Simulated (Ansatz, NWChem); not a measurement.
# How basis sets differ on CH6BrNSi (SMILES C[SiH](N)Br)

CH6BrNSi has 10 atoms, charge 0, and is taken as a singlet. As SMILES, `C[SiH](N)Br`. The coordinates come from a PBE0-D4/def2-TZVP relaxation. This is one conformer, not always the lowest.

Each level gives the HOMO–LUMO gap (eV). The values are calculated.

| level | kind | program | value (eV) | CPU time |
| --- | --- | --- | --- | --- |
| HF/STO-3G | Hartree–Fock | Ansatz | 17.48 | 4.5 s |
| HF/3-21G | Hartree–Fock | NWChem | 15.68 | 6.3 s |
| HF/6-31G* (spherical functions) | Hartree–Fock | Ansatz | 15.41 | 19 s |
| HF/def2-SVP | Hartree–Fock | Ansatz | 15.20 | 18 s |

All-electron rows without a relativistic Hamiltonian named are non-relativistic. The values span 15.20 to 17.48 eV. A Hartree–Fock LUMO above zero doesn't converge with the basis: it sinks as sets grow more diffuse. Orbital gaps aren't excitation energies. CPU times are rough (shared hosts, several kinds of processor): they show what a rung costs within a factor of a few.
